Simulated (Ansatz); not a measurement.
CH5AlFNS can be A, `C[S][Al]([NH2])[F]`, or B, `FC[NH][AlH][SH]`.

Calculated with Ansatz (gas phase, PBE0-D4/def2-TZVP geometries, no zero-point term in ΔE). CCSD(T)/CBS is the MP2 limit (def2-TZVPP, def2-QZVPP) plus CCSD(T) − MP2 in def2-TZVPP, frozen cores. Functionals use def2-TZVPP. B3LYP here is the variant with VWN-RPA as its local correlation; programs differ in this. One conformer a species, not always the lowest.

Question: Which is lower in electronic energy at CCSD(T)/CBS, and by how much? (An estimate is asked.)

Answer: Ansatz gave: A, by 255.1 kJ/mol.

Question: Give E(B) − E(A) in kJ/mol with PBE0-D4, B2PLYP, MP2/def2-TZVPP, PBE-D4, CCSD(T)/def2-TZVPP, HF/def2-TZVPP, B3LYP-D4. (An estimate is asked.)

Answer: Computed: PBE0-D4 238.6, B2PLYP 247.9, MP2/def2-TZVPP 259.0, PBE-D4 233.4, CCSD(T)/def2-TZVPP 245.2, HF/def2-TZVPP 239.8, B3LYP-D4 242.7. None reverses the order clearly.

Largest T1 diagnostic: 0.012.

From PBE to PBE0 (25 % exact exchange), in def2-TZVPP and without D4, E(B) − E(A) moves by +5.3 kJ/mol. In def2-TZVPP, CCSD(T) changes the Hartree–Fock value by +5.4 kJ/mol (the triples alone add −0.5 kJ/mol) and MP2 by +19.2 kJ/mol.
